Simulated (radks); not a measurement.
Values are calculated unless marked as measured or tabulated.
Species: Ir III. Configuration: [Xe] 4f14 5d7. Level of theory: scalar-relativistic Kohn-Sham, LDA (Slater exchange, Perdew-Wang correlation), spin-polarised, spherical densities, finite nucleus; open shells are filled with parallel spins first (spin-orbit coupling, left out, can overturn this in heavy ions); Fermi nuclear charge, rms radius 5.4032 fm; hard spherical wall at 2 bohr (a radial shooting solver on a logarithmic mesh with Libxc functionals). Some entries of the table are withheld. Estimate them.

| orbital | occ. | eigenvalue (eV) | r(max) (bohr) | <r> (bohr) |
|---|---|---|---|---|
| 1s up | 1 | -76007.37 | 0.01083 | 0.01745 |
| 1s down | 1 | -76007.36 | 0.01083 | 0.01745 |
| 2s up | 1 | -13274.15 | 0.06235 | 0.07367 |
| 2s down | 1 | -13273.79 | 0.06235 | 0.07367 |
| 2p up | 3 | -11536.37 | 0.05139 | 0.06626 |
| 2p down | 3 | -11536.06 | 0.05139 | 0.06626 |
| 3s up | 1 | -3084.352 | 0.1758 | 0.1907 |
| 3s down | 1 | -3084.159 | 0.1758 | 0.1907 |
| 3p up | 3 | -2576.015 | 0.1746 | 0.1915 |
| 3p down | 3 | -2575.811 | 0.1746 | 0.1915 |
| 3d up | 5 | -2013.994 | 0.1421 | 0.1734 |
| 3d down | 5 | -2013.707 | 0.1421 | 0.1734 |
| 4s up | 1 | -638.3172 | 0.3976 | 0.4242 |
| 4s down | 1 | -637.9260 | 0.3976 | 0.4241 |
| 4p up | 3 | -471.6952 | 0.4179 | 0.4517 |
| 4p down | 3 | -471.3052 | 0.4180 | 0.4517 |
| 4d up | 5 | -266.7586 | 0.4269 | 0.4809 |
| 4d down | 5 | -266.3031 | 0.4269 | 0.4806 |
| 5s up | 1 | -81.8484 | 0.9030 | 0.9673 |
| 5s down | 1 | -79.7893 | 0.9002 | 0.9649 |
| 4f up | 7 | -39.5135 | 0.3964 | 0.5447 |
| 4f down | 7 | -38.8606 | 0.3963 | 0.5424 |
| 5p up | 3 | -37.6046 | 1.012 | 1.056 |
| 5p down | 3 | -35.2982 | 1.009 | 1.055 |
| 5d up | 5 | 20.9248 | 1.175 | 1.158 |
| 5d down | 2 | 23.3956 | 1.174 | 1.157 |
| 6s up | 0 | 87.0788 | (1) | 1.243 |
| 6s down | 0 | 89.0171 | (2) | 1.244 |
| 5f up | 0 | 89.7684 | 1.344 | 1.211 |
| 5f down | 0 | 92.1542 | 1.344 | 1.213 |
| 6p up | 0 | 126.4848 | 1.549 | 1.220 |
| 6p down | 0 | 128.3345 | 1.549 | 1.221 |

Answer. 
(1) 6s up r(max) (bohr): 1.506
(2) 6s down r(max) (bohr): 1.506
